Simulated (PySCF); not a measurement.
From one molecule to another.

First species: C3H3FO4Si.
Atom-mapped SMILES: `[CH3:1][Si:2]1([F:3])[O:4][C:5](=[O:6])[C:7](=[O:8])[O:9]1` (hydrogens: H10, H11, H12 on C1)

Second species: C₄H₁₀P (charge +1).
Z-matrix (Å and degrees, GFN2-xTB geometry), rows numbered from 1:
```
C 
C   1  1.5226
C   2  1.5145  1  114.13
C   3  1.5323  2  121.22  1   -57.00
P   4  1.7964  3   65.66  2   112.53
H   1  1.0864  2  109.68  3   173.54
H   1  1.0903  2  110.56  3   -68.17
H   1  1.0894  2  112.05  3    54.30
H   2  1.0906  1  109.22  3   122.46
H   2  1.0927  1  109.74  3  -120.10
H   3  1.0890  2  113.53  1   160.24
H   4  1.0845  3  117.55  5   110.66
H   4  1.0844  3  117.18  5  -109.59
H   5  1.3654  3  122.34  4    97.38
H   5  1.3699  3  120.31  4   -98.97
```

Levels: CAM-B3LYP/def2-SVPD for HOMO energy, LUMO energy, HOMO–LUMO gap, static isotropic polarisability and electronic spatial extent ⟨r²⟩ about the centre of nuclear charge; TDDFT CAM-B3LYP/def2-SVPD for lowest singlet excitation; TDA CAM-B3LYP/def2-SVPD for lowest triplet excitation (Tamm–Dancoff); GFN2-xTB for rotational constant A and rotational constant C. Geometries: GFN2-xTB. Each structure is a single optimised conformer of the isolated species, non-relativistic unless stated; the electronic structure was computed with PySCF and density fitting.

Dipoles, sizes and rotational constants follow the conformer. The torsions of the flexible species, by atom-mapped SMILES:
- `[CH3:1][CH2:2][C@H:3]1[CH2:4][PH2+:5]1`: C1–C2–C3–C4 -57°

Values for the first species:

```
HOMO energy                                                       : -10.22 eV
LUMO energy                                                       : -1.32 eV
HOMO–LUMO gap                                                     : 8.90 eV
Lowest singlet excitation                                         : 4.38 eV
Lowest triplet excitation (Tamm–Dancoff)                          : 3.81 eV
Static isotropic polarisability                                   : 65.0 au
Electronic spatial extent ⟨r²⟩ about the centre of nuclear charge : 1227 bohr²
Rotational constant A                                             : 2.439 GHz
Rotational constant C                                             : 0.988 GHz
```

**Question.** Estimate the same properties for the second species, and the change in each.

**Answer.** 
```csv
property,first,second,second less first
HOMO energy,-10.22 eV,-15.21 eV,-4.99 eV
LUMO energy,-1.32 eV,-4.78 eV,-3.46 eV
HOMO–LUMO gap,8.90 eV,10.43 eV,+1.53 eV
lowest singlet excitation,4.38 eV,7.09 eV,+2.71 eV
lowest triplet excitation (Tamm–Dancoff),3.81 eV,5.66 eV,+1.85 eV
static isotropic polarisability,65.0 au,63.1 au,-1.9 au
electronic spatial extent ⟨r²⟩ about the centre of nuclear charge,1227 bohr²,570 bohr²,-657 bohr²
rotational constant A,2.439 GHz,6.587 GHz,+4.148 GHz
rotational constant C,0.988 GHz,2.484 GHz,+1.496 GHz
```

On the first: The principal polarisabilities are 51.7, 60.8 and 82.6 au; their mean is the isotropic value. The polarisability is 9.64 Å³ as a volume (1 au = 0.148185 Å³), or 0.86 au for each of the 76 electrons.

On the second: The 8 singlets span 7.09 to 8.66 eV, and their oscillator strengths add up to 0.24. No computed singlet falls in the visible range (750 to 380 nm, 1.65 to 3.26 eV); S1 lies 3.83 eV above its blue end.
